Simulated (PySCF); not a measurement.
**Sr (strontium, neutral) across methods**

[Kr] 5s2, closed-shell 1S. Computed with PySCF 2.14 in x2c-TZVPPall (8s6p6d2f1g, 79 functions), with the spin-free X2C one-electron Hamiltonian (Gaussian nucleus). The B2PLYP total includes its PT2 part (frozen core); its orbital energies are those of the SCF part.

| method | E (hartree) | mean ε 4s (eV) | mean ε 4p (eV) | mean ε 5s (eV) | Σ⟨r²⟩ (bohr²) | ⟨S²⟩ |
| --- | --- | --- | --- | --- | --- | --- |
| r2SCAN | -3179.22 | -42.331 | -23.653 | -3.573 | 71.11 | 0.000 |
| BLYP | -3179.34 | -40.608 | -22.553 | -3.374 | 69.06 | 0.000 |
| B2PLYP | -3178.75 | -47.402 | -26.582 | -4.348 | 71.01 | 0.000 |
| PBE0 | -3178.93 | -44.177 | -24.824 | -4.045 | 70.06 | 0.000 |
| UHF | -3177.31954 | -53.013 | -29.802 | -4.932 | 74.25 | 0.000 |
| LDA | -3175.08 | -40.889 | -22.864 | -3.640 | 68.37 | 0.000 |
| PBE | -3178.86 | -40.858 | -22.819 | -3.522 | 69.51 | 0.000 |
| BHandHLYP | -3179.25 | -47.225 | -26.548 | -4.415 | 70.28 | 0.000 |
| B3LYP | -3179.29 | -43.428 | -24.320 | -3.933 | 69.33 | 0.000 |
